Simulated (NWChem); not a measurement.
System: C₄H₃ClO; SMILES Clc1ccco1

Input file for NWChem:

```
start job
memory heap 200 mb stack 900 mb global 1100 mb
geometry units angstroms noautoz
  Cl    -0.030562    -1.943977     0.000000
  C      0.092407    -0.249953     0.000000
  C      1.172985     0.581420     0.000000
  C      0.624473     1.902901     0.000000
  C     -0.728605     1.754247     0.000000
  O     -1.057237     0.441118     0.000000
  H      2.217555     0.282664     0.000000
  H      1.173209     2.842216     0.000000
  H     -1.560718     2.452560     0.000000
end
basis spherical
  Cl library def2-svp
  C library def2-svp
  O library def2-svp
  H library def2-svp
end
dft
  xc b3lyp
  iterations 150
end
task dft gradient
```

Output (shortened):

```
             Northwest Computational Chemistry Package (NWChem) 7.3.0
             --------------------------------------------------------

 CS  symmetry detected

                             Geometry "geometry" -> ""
                             -------------------------

 Output coordinates in angstroms (scale by  1.889725989 to convert to a.u.)

  No.       Tag          Charge          X              Y              Z
 ---- ---------------- ---------- -------------- -------------- --------------
    1 Cl                  17.0000    -0.01174791    -1.94394709     0.00000000
    2 C                    6.0000     0.09783556    -0.24900457     0.00000000
    3 C                    6.0000     1.17181255     0.59087836     0.00000000
    4 C                    6.0000     0.61287882     1.90798524     0.00000000
    5 C                    6.0000    -0.73898269     1.74864744     0.00000000
    6 O                    8.0000    -1.05723158     0.43296343     0.00000000
    7 H                    1.0000     2.21870993     0.30038310     0.00000000
    8 H                    1.0000     1.15417773     2.85160559     0.00000000
    9 H                    1.0000    -1.57658595     2.44036551     0.00000000

 Effective nuclear repulsion energy (a.u.)     266.1200658202

      Symmetry information
      --------------------

 Group name             Cs
 Group number              2
 Group order               2
 No. of unique centers     9

                                 NWChem DFT Module
                                 -----------------

 Summary of "ao basis" -> "ao basis" (spherical)
 ------------------------------------------------------------------------------
       Tag                 Description            Shells   Functions and Types
 ---------------- ------------------------------  ------  ---------------------
 Cl                         def2-svp                 8       18   4s3p1d
 C                          def2-svp                 6       14   3s2p1d
 O                          def2-svp                 6       14   3s2p1d
 H                          def2-svp                 3        5   2s1p

      Symmetry analysis of basis
      --------------------------

        a'         75
        a"         28

            General Information
            -------------------
          SCF calculation type: DFT
          Wavefunction type:  closed shell.
          No. of atoms     :     9
          No. of electrons :    52
           Alpha electrons :    26
            Beta electrons :    26
          Charge           :     0
          Spin multiplicity:     1
          Use of symmetry is: on ; symmetry adaption is: on
          Maximum number of iterations: 150
          AO basis - number of functions:   103
                     number of shells:    47
          Convergence on energy requested:  1.00D-06
          Convergence on density requested:  1.00D-05
          Convergence on gradient requested:  5.00D-04

              XC Information
              --------------
                         B3LYP Method XC Potential
                     Hartree-Fock (Exact) Exchange  0.200
                        Slater Exchange Functional  0.800 local
                    Becke 1988 Exchange Functional  0.720 non-local
              Lee-Yang-Parr Correlation Functional  0.810
                  VWN I RPA Correlation Functional  0.190 local

             Grid Information
             ----------------
          Grid used for XC integration:  medium
          Radial quadrature: Mura-Knowles
          Angular quadrature: Lebedev.
          Tag              B.-S. Rad. Rad. Pts. Rad. Cut. Ang. Pts.
          ---              ---------- --------- --------- ---------
          Cl                  1.00       88          12.0       590
          C                   0.70       49          10.0       434
          O                   0.60       49           9.0       434
          H                   0.35       45          11.0       434
          Grid pruning is: on
          Number of quadrature shells:   468
          Spatial weights used:  Erf1

      Superposition of Atomic Density Guess
      -------------------------------------

 Sum of atomic energies:        -686.01175222

      Non-variational initial energy
      ------------------------------

 Total energy =    -689.595384
 1-e energy   =   -1470.257510
 2-e energy   =     514.542060
 HOMO         =      -0.212574
 LUMO         =       0.045567

      Symmetry analysis of molecular orbitals - initial
      -------------------------------------------------

  Numbering of irreducible representations:

     1 a'          2 a"

  Orbital symmetries:

[...]

                         DFT ENERGY GRADIENTS

    atom               coordinates                        gradient
                 x          y          z           x          y          z
   1 Cl     -0.022200  -3.673527   0.000000    0.000188   0.008023   0.000000
   2 C       0.184882  -0.470550   0.000000   -0.003255   0.001356   0.000000
   3 C       2.214405   1.116598   0.000000   -0.004491   0.000522   0.000000
   4 C       1.158173   3.605569   0.000000   -0.002583  -0.004188   0.000000
   5 C      -1.396475   3.304465   0.000000    0.003182  -0.007849   0.000000
   6 O      -1.997878   0.818182   0.000000    0.007159   0.002533   0.000000
   7 H       4.192754   0.567642   0.000000   -0.000108  -0.000035   0.000000
   8 H       2.181080   5.388753   0.000000   -0.000065  -0.000179   0.000000
   9 H      -2.979315   4.611622   0.000000   -0.000026  -0.000183   0.000000
```

Level: B3LYP/def2-SVP. Geometry: optimised at PBE0/def2-SVP. B3LYP is NWChem's, with the RPA form of VWN correlation.
